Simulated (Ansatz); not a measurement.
`C[BH][AlH2]` + GeH₄ → `[AlH2][BH][GeH3]` + CH₄ at 700 K and 1 bar (formal exchange of groups at a B–C bond).

Isolated molecules relaxed with PBE0-D4/def2-TZVP in Ansatz; ΔE leaves out vibrations. CCSD(T)/CBS adds triple-zeta CCSD(T) − MP2 to the extrapolated MP2 energy (def2 sets, frozen cores). This one scheme is used for every species. For Ge outer-core shells are correlated without core-valence functions, which leaves a few kJ/mol of doubt a bond. Scalar relativity is left out up to krypton.

```csv
species,CCSD(T)/CBS energy (Eh),H − E (kJ/mol),S (J/(mol·K))
`C[BH][AlH2]`,-308.41859,225.4,408.5
GeH₄,-2078.49493,112.9,267.3
`[AlH2][BH][GeH3]`,-2346.45558,199.8,463.1
CH₄,-40.46206,145.9,224.0
```

H − E and S are ideal-gas, rigid-rotor, harmonic terms from PBE0-D4/def2-TZVP, for one conformer and one mirror image of each species. 1 Eh = 2625.50 kJ/mol, R = 8.31446 J/(mol·K).

**Question.** By hand: ΔE, ΔH, ΔS and ΔG.

**Answer.** ΔE = (-2346.45558) + (-40.46206) − (-308.41859) − (-2078.49493) = -0.00412 Eh = -10.8 kJ/mol. Δ(H − E) = 199.8 + 145.9 − 225.4 − 112.9 = 7.4, so ΔH = -3.4 kJ/mol. ΔS = 463.1 + 224.0 − 408.5 − 267.3 = 11.3 J/(mol·K). ΔG = -3.4 − 700 × (11.3)/1000 = -11.3 kJ/mol.

**Question.** By hand: the equilibrium constant, and the temperature at which ΔG would vanish if ΔH and ΔS stayed fixed.

**Answer.** log₁₀ K = −ΔG/(RT ln 10) = 0.8. ΔH and −TΔS have one sign here, so there is no such temperature.

TΔS isn't small against ΔH here. A doubt of 5 kJ/mol in ΔE shifts log₁₀ K by 0.4 here. Other conformers and mirror images would add mixing entropy, several J/(mol·K) or more a flexible species. Modes under 60 cm⁻¹, often nearly free rotors, make the harmonic entropy too high. These are equilibria of isolated gas molecules and say nothing of rates. Largest T1 diagnostic: 0.013 (customary marks: 0.02 for closed shells, 0.045 for open ones).

ΔS is within the doubt of such terms, so its sign, and with it that verdict, could turn.
